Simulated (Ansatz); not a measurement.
`CC[O][Ga]([F])[Cl]` + `CC(C)BS` → `CC[O][Ga]([CH3])[F]` + `CC(Cl)BS`  (redistribution)

Calculated with Ansatz (gas phase, PBE0-D4/def2-TZVP geometries, no zero-point term in ΔE). CBS: MP2 limit from def2 TZ/QZ plus the TZ coupled-cluster correction, frozen cores. DFT in def2-TZVPP. B3LYP here is the variant with VWN-RPA as its local correlation; programs differ in this. For Ga outer-core shells are correlated without core-valence functions, which leaves a few kJ/mol of doubt a bond. Scalar relativity is left out up to krypton. One conformer a species, not always the lowest.

CCSD(T)/CBS gives +1.12 eV.

(1) Another level gave +1.23 eV. Which?
A. HF/def2-TZVPP
B. PBE-D4/def2-TZVPP
C. CCSD/def2-TZVPP
D. B3LYP/def2-TZVPP

Largest T1 diagnostic among the species: 0.013.

## Answers

(1) C. CCSD/def2-TZVPP 1.23, B3LYP 1.13, PBE-D4 1.04, HF/def2-TZVPP 1.42 eV.

From PBE to PBE0 (25 % exact exchange), in def2-TZVPP and without D4, ΔE moves by +0.10 eV. In def2-TZVPP, CCSD(T) changes the Hartree–Fock value by −0.23 eV (the triples alone add −0.04 eV) and MP2 by −0.23 eV.
